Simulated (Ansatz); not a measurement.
`BrB(Br)Br` + H–F → `FB(Br)Br` + HBr  (ligand exchange at a B–Br bond)

Computed with Ansatz on PBE0-D4/def2-TZVP structures; ΔE is electronic, products minus reactants. CCSD(T)/CBS is the MP2 limit (def2-TZVPP, def2-QZVPP) plus CCSD(T) − MP2 in def2-TZVPP, frozen cores. This one scheme is used for every species. Functionals use def2-TZVPP. For Br outer-core shells are correlated without core-valence functions, which leaves a few kJ/mol of doubt a bond. Scalar relativity is left out up to krypton.

Q: Is it downhill or uphill in electronic energy at CCSD(T)/CBS, and by how much? (Estimate.)

A: The calculation gave: Downhill: ΔE = -13.6 kcal/mol.

Q: What do these levels give: PBE-QIDH, HF/def2-SVP, CCSD/def2-TZVPP, HF/def2-QZVPP, SCS-MP2/def2-QZVPP, CCSD/CBS(def2)? (Estimate.)

A: Computed: PBE-QIDH -14.5, HF/def2-SVP -23.9, CCSD/def2-TZVPP -16.4, HF/def2-QZVPP -22.2, SCS-MP2/def2-QZVPP -13.8, CCSD/CBS(def2) -14.7 kcal/mol.

Q: What do rigid-rotor, harmonic-oscillator terms from PBE0-D4/def2-TZVP frequencies (298.15 K, 1 bar) make of the CCSD(T)/CBS value? (Best estimate.)

A: Ansatz gave: ΔZPE = -0.8 kcal/mol, ΔH = -14.8 kcal/mol, ΔS = 11 J/(mol·K), ΔG = -15.6 kcal/mol.

Largest T1 diagnostic among the species: 0.010.

In def2-TZVPP, CCSD(T) changes the Hartree–Fock value by +6.5 kcal/mol (the triples alone add +1.1 kcal/mol) and MP2 by +9.5 kcal/mol. The D4 term adds +2.0 kcal/mol with B3LYP and +1.0 kcal/mol with PBE0; it sums over pairs of atoms, weighted by their polarisabilities, and B3LYP, whose exchange is more repulsive, gets the larger term. Leaving LDA and LC-ωPBE aside and taking each functional with its dispersion term where it has one, the values, not all of them listed here, spread over 5.5 kcal/mol, from CAM-B3LYP-D4 to revPBE-D4.

B3LYP here is the variant with VWN-RPA as its local correlation; programs differ in this.
